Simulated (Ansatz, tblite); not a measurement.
Cost and result up the ladder for (Cl)2Al-O-SiH3 (AlSiCl2OH3) (8 atoms). Total charge 0; singlet. Geometry: r2SCAN-D4/def2-SVP.

```xyz
8

Al    1.6853   -0.5112    0.3771
Cl    3.0585    0.8421    1.1687
Cl    2.2818   -2.4760    0.0190
O     0.1187   -0.0242    0.0326
Si   -1.4314    0.4364   -0.3191
H    -1.4110    1.6254   -1.2201
H    -2.1527   -0.6786   -0.9992
H    -2.1493    0.7862    0.9411
```

Ansatz on 4 threads of Arm Neoverse V2 on a shared host; xTB runs through tblite on one thread. Times are rough, summed over both states, and most runs start from the orbitals of an earlier one. PBE0-D4/def2-TZVP serves as the yardstick here, not as an exact answer. The other state is a doublet.

The xTB rows come from tblite. HOMO above LUMO, or a gap near zero within one spin, warns that the state may not be the lowest or that an electron is smeared out.

Raw xTB energies of ions are shifted by several eV.

| level | functions | wall time | vertical IE (eV) | difference from PBE0-D4/def2-TZVP (eV) | remarks |
| --- | --- | --- | --- | --- | --- |
| GFN2-xTB | 43 | 0.014 s | 14.01 | 3.20 | – |
| GFN1-xTB | 46 | 0.015 s | 14.70 | 3.90 | – |
| PBE-D4/def2-TZVP | 197 | 5.8 s | 10.15 | -0.66 | gap within one spin near zero (+1 doublet) |
| PBE0-D4/def2-TZVP | 197 | 12 s | 10.81 | 0.00 | – |
| r2SCAN-D4/def2-TZVP (with forces) | 197 | 15 s | 10.43 | -0.38 | – |
